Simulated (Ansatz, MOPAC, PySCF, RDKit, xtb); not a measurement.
Pair of molecules: H3NSe (SMILES N[SeH]) (first 5 atoms) with HF (SMILES F); geometry from B3LYP-D3(BJ)/def2-TZVP, rigid monomers moved along the line of their centres of mass till N1···H7 is 1.94 Å.
(charge 0, multiplicity 1):
```xyz
7

N     -1.001     0.600     0.760
Se    -0.201    -0.947     0.049
H     -0.826     1.398     0.160
H     -2.001     0.468     0.859
H     -0.929    -0.997    -1.240
F      0.109     1.160     3.370
H     -0.288     1.016     2.511
```

Interaction energies are E(AB) − E(A) − E(B) at the monomers' geometry in the complex; basis-set methods are counterpoise corrected. Rows marked so take none. RDKit's UFF carries no charges.

Cores are frozen in the correlated methods. Filled d and f shells under p-block atoms count as core. Rows in 3-21G, 6-31G* carry no dispersion term and start afresh at each structure (6-31G* with six Cartesian d functions); the Pople sets are all-electron and without relativity. The state reached by PM7 isn't checked; PM7 holds dispersion and hydrogen-bond terms.

Programs: Ansatz (a first-principles code); MOPAC for PM7 (differences of heats of formation); PySCF for 3-21G rows, 6-31G* rows; RDKit for the force fields; xtb for the GFN methods. 

| level | interaction energy (kcal/mol) |
|---|---|
| UFF | 25.14 |
| PM7 | -5.44 |
| GFN2-xTB | -7.11 |
| BP86/6-31G* (no counterpoise) | -10.95 |
| B3LYP/3-21G (no counterpoise) | -15.69 |
| M06-2X/6-31G* (no counterpoise) | … |
| wB97M-V/def2-TZVPPD | … |
| MP2/aug-cc-pVDZ | -9.45 |
| CCSD/aug-cc-pVTZ | -9.44 |

Q: Complete the blanks.

A: 
- M06-2X/6-31G* (no counterpoise), interaction energy (kcal/mol): -11.67
- wB97M-V/def2-TZVPPD, interaction energy (kcal/mol): -10.23
